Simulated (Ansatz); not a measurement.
`N[Si]1(Cl)CO1`, charge 0, multiplicity 1.

**Question.** Give a relaxed structure at PBE0-D4/def2-TZVP (the Gaussian-basis code of Ansatz). (Estimate.)

**Answer.** Computed: 
Z-matrix (Å, degrees):
```
Si
Cl 1 2.034
C 1 1.791 2 120.2
N 1 1.678 2 107.0 3 159.9
O 1 1.632 2 119.4 3 -61.1
H 3 1.088 1 123.2 2 158.0
H 3 1.088 1 122.7 2 -8.4
H 4 1.005 1 122.9 2 170.6
H 4 1.004 1 122.9 2 -10.7
```
This is one stationary point; other conformers may exist.
